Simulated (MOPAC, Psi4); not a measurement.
Approach curve of the dimer CH2O ··· O2S (SMILES C=O and O=S=O), singlet. Monomers: optimised at B3LYP-D3(BJ) (def2-TZVP), held rigid. Orientation: a higher rigid-body minimum at GFN2-xTB. The monomers approach along the line of their centres of mass (distance R); nothing else relaxes.

Geometry at R = 2.63 Å (first 4 atoms: monomer A):
```
7

C     -0.0058     0.0011    -0.0001
O      1.1710    -0.2278     0.0088
H     -0.7618    -0.8081    -0.0056
H     -0.4034     1.0348    -0.0031
O      2.9903     1.0915     1.8033
S      2.1023     1.7435     0.8782
O      0.8702     2.2982     1.3719
```

- AM1, restricted, heats of formation (MOPAC)
- PBE-D3(BJ)/def2-TZVP, counterpoise-corrected (Psi4)
- SAPT0/jun-cc-pVDZ, frozen core (Psi4)

Interaction energies in kcal/mol:

```json
[
 {"R / Å": "2.42", "AM1": "1.14", "PBE-D3(BJ)/def2-TZVP": "5.46"},
 {"R / Å": "2.63", "AM1": "-2.04", "PBE-D3(BJ)/def2-TZVP": "-1.52"},
 {"R / Å": "2.84", "AM1": "-2.14", "PBE-D3(BJ)/def2-TZVP": "-4.15"},
 {"R / Å": "3.06", "AM1": "-1.77", "PBE-D3(BJ)/def2-TZVP": "-4.70"},
 {"R / Å": "3.37", "AM1": "-1.62", "PBE-D3(BJ)/def2-TZVP": "-4.07"},
 {"R / Å": "3.66", "AM1": "-1.59", "PBE-D3(BJ)/def2-TZVP": "-3.18"},
 {"R / Å": "4.10", "AM1": "-1.43", "PBE-D3(BJ)/def2-TZVP": "-2.03"},
 {"R / Å": "4.84", "AM1": "-1.00", "PBE-D3(BJ)/def2-TZVP": "-0.94"},
 {"R / Å": "5.80", "AM1": "-0.58", "PBE-D3(BJ)/def2-TZVP": "-0.40"},
 {"R / Å": "7.10", "AM1": "-0.30", "PBE-D3(BJ)/def2-TZVP": "-0.18"}
]
```

Estimate the SAPT0/jun-cc-pVDZ values at these points.

2.42: 4.82; 2.63: -1.22; 2.84: -3.92; 3.06: -4.74; 3.37: -4.36; 3.66: -3.54; 4.10: -2.42; 4.84: -1.30; 5.80: -0.65; 7.10: -0.31 (kcal/mol).
